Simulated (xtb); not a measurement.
iodine monochloride (ClI), singlet, from a rough starting geometry; GFN2-xTB in xtb.

The xtb input:
```
$ xtb mol.xyz --gfn 2 --opt vtight --json

# file mol.xyz
2

Cl     1.15197856    -0.03160438     0.00602490
I     -1.17176948    -0.03780034     0.01121405
```

What the program printed (banner, timings and long lists left out):

```
   ID    Z sym.   atoms
    1   17 Cl     1
    2   53 I      2

           -------------------------------------------------
          |                Calculation Setup                |
           -------------------------------------------------

           -------------------------------------------------
          |                 G F N 2 - x T B                 |
           -------------------------------------------------

          ...................................................
          :                      SETUP                      :
          :.................................................:
          :  # basis functions                  20          :
          :  # atomic orbitals                  18          :
          :  # shells                            6          :
          :  # electrons                        14          :
          :  max. iterations                   250          :
          :  Hamiltonian                  GFN2-xTB          :
          :  restarted?                      false          :
          :  GBSA solvation                  false          :
          :  PC potential                    false          :
          :  electronic temp.          300.0000000     K    :
          :  accuracy                    1.0000000          :
          :  -> integral cutoff          0.2500000E+02      :
          :  -> integral neglect         0.1000000E-07      :
          :  -> SCF convergence          0.1000000E-05 Eh   :
          :  -> wf. convergence          0.1000000E-03 e    :
          :  Broyden damping             0.4000000          :
          :  net charge                          0          :
          :  unpaired electrons                  0          :
          ...................................................

 iter      E             dE          RMSdq      gap      omega  full diag
   1     -8.3655196 -0.836552E+01  0.169E+01    3.13       0.0  T
   2     -8.3674472 -0.192764E-02  0.107E+01    3.03       1.0  T
   3     -8.3681801 -0.732886E-03  0.381E+00    2.89       1.0  T
   4     -8.3683955 -0.215437E-03  0.124E+00    2.91       1.0  T
   5     -8.3688263 -0.430751E-03  0.535E-01    2.92       1.0  T
   6     -8.3689269 -0.100640E-03  0.341E-01    2.93       1.0  T
   7     -8.3690348 -0.107866E-03  0.162E-01    2.95       1.0  T
   8     -8.3690592 -0.244515E-04  0.887E-03    2.96       8.0  T
   9     -8.3690592 -0.455739E-08  0.348E-03    2.96      20.3  T
[...]
         :: total energy              -8.366898405826 Eh    ::
 * total energy  :    -8.3668984 Eh     change        0.0000000E+00 Eh
 * total energy  :    -8.3666881 Eh     change        0.2103426E-03 Eh
 * total energy  :    -8.3669720 Eh     change       -0.2839756E-03 Eh
 * total energy  :    -8.3669723 Eh     change       -0.2602757E-06 Eh
 * total energy  :    -8.3669723 Eh     change       -0.4947628E-07 Eh
   *** GEOMETRY OPTIMIZATION CONVERGED AFTER 5 ITERATIONS ***
         :: total energy              -8.366972348606 Eh    ::
[...]
        12                         -0.0196595              -0.5350
        13                         -0.0114314              -0.3111
        14                         -0.0114314              -0.3111
        15                         -0.0053136              -0.1446
        16                          0.0199027               0.5416
        17                          0.0199027               0.5416
        18                          0.4508011              12.2669
      -------------------------------------------------------------
                  HL-Gap            0.1119171 Eh            3.0454 eV
             Fermi-level           -0.3709024 Eh          -10.0928 eV

     #   Z          covCN         q      C6AA      α(0)
     1  17 Cl       0.906    -0.043   100.475    15.335
     2  53 I        0.906     0.043   368.699    33.147

 Mol. C6AA /au·bohr⁶  :        852.021951
 Mol. C8AA /au·bohr⁸  :      61757.389070
 Mol. α(0) /au        :         48.482079

Wiberg/Mayer (AO) data.
largest (>0.10) Wiberg bond orders for each atom

 ---------------------------------------------------------------------------
     #   Z sym  total        # sym  WBO       # sym  WBO       # sym  WBO
 ---------------------------------------------------------------------------
     1  17 Cl   1.194 --     2 I    1.194
     2  53 I    1.194 --     1 Cl   1.194
 ---------------------------------------------------------------------------

Topologies differ in total number of bonds
Writing topology from bond orders to xtbtopo.mol

molecular dipole:
                 x           y           z       tot (Debye)
 q only:       -0.186      -0.000       0.000
   full:        1.066       0.003      -0.002       2.710
molecular quadrupole (traceless):
                xx          xy          yy          xz          yz          zz
 q only:        0.007       0.018      -0.003      -0.005      -0.000      -0.003
  q+dip:       -3.240      -0.118       1.620       0.037       0.000       1.620
   full:       -0.958      -0.109       0.479       0.029       0.000       0.479

optimized geometry written to: xtbopt.xyz

           -------------------------------------------------
          | TOTAL ENERGY               -8.366972348606 Eh   |
          | GRADIENT NORM               0.000000140961 Eh/α |
          | HOMO-LUMO GAP               3.045420209079 eV   |
           -------------------------------------------------

normal termination of xtb
```
